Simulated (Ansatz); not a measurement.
Input file for Ansatz (a first-principles code): U-r2SCAN/def2-TZVPP on Cl2Si (SMILES Cl[Si]Cl), 2S+1 = 3, a spin state set in the input, which need not be the lowest.

Ansatz 0.2 input:
```yaml
crystal:
  periodic: [false, false, false]
  atoms:
    - {symbol: Cl, position_ang: [-1.77127794, -0.30940323, 0.00000000]}
    - {symbol: Si, position_ang: [-0.00049390, 0.74856931, 0.00000000]}
    - {symbol: Cl, position_ang: [1.77168468, -0.30706562, 0.00000000]}
basis:
  gaussian:
    orbitals: def2-TZVPP
hamiltonian:
  xc: {name: r2SCAN}
magnetization: {spin_polarized: true, initial_magnetization: 2}
```

**Question.** What total energy does the run end on?

**Answer.** -1209.8369 hartree.

**Question.** How many basis functions does it have, and what does it roughly cost on one machine?

**Answer.** 126 functions; around 7 core-seconds (rough).
